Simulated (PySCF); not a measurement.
A GIAO shielding run with PySCF (density fitting, scalar relativity only through the core potential, gas phase) on `[Cl][Nb]([Cl])([Cl])([Cl])[Cl]`, Cl₅Nb:

```
{"job": {"kind": "nmr", "xc": "B3LYP", "basis": {"default": "pcSseg-1", "Nb": "def2-TZVP"}, "pop": false}, "charge": 0, "multiplicity": 1}
Nb    -0.003310    -0.001386     0.000171
Cl    -0.021977    -0.011162     2.315995
Cl     0.011620     0.006680    -2.315608
Cl     2.266148     0.005699     0.019642
Cl    -1.123158     1.976326    -0.001468
Cl    -1.129324    -1.976168    -0.018731
```

Hardware: 1 thread of an x86-64 server CPU, shared host.

Q: How large is the calculation?

A: 98 electrons, 160 basis functions and 1000 auxiliary functions.

Q: How long does it take?

A: 30 s of wall time, with 20 SCF cycles and 5 response iterations. Times on a shared host scatter by some tens of per cent.

Q: And these other runs on the same molecule and hardware: GIAO shielding at PBE0/pcSseg-1 (def2-TZVP on Nb)?

A: PBE0/pcSseg-1 (def2-TZVP on Nb): 160 functions, 31 s.
